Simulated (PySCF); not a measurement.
## Removal energies of Ce³⁰⁺ from EOM-IP-GCCSD

Reference: closed-shell Ce³⁰⁺, [Ar] 3d10; one electron is removed. Calculated with PySCF 2.14, two-component X2C-1e with screened spin-orbit coupling, an even-tempered Gaussian basis (19 s from 1.7 bohr⁻², ratio 2.6; 15 p from 2.1 bohr⁻², ratio 2.6; 10 d from 2.1 bohr⁻², ratio 2.6; 6 f from 2.2 bohr⁻², ratio 2.8); frozen [Ar]; the 100 highest virtual spinors dropped; of the others 70 kept and the rest restored at second order. No Breit or QED terms. Binding energies in eV.

```json
{"level": "3d3/2", "Koopmans": "1933.5", "second order": "1932.7", "EOM-CCSD": "1932.8"}
{"level": "3d5/2", "Koopmans": "1913.2", "second order": "1912.4", "EOM-CCSD": "1912.5"}
```

For comparison, the ionisation energy of Ce³⁰⁺ is 1908 ± 4 eV (theoretical estimate listed by NIST; NIST Atomic Spectra Database, ionization energies).
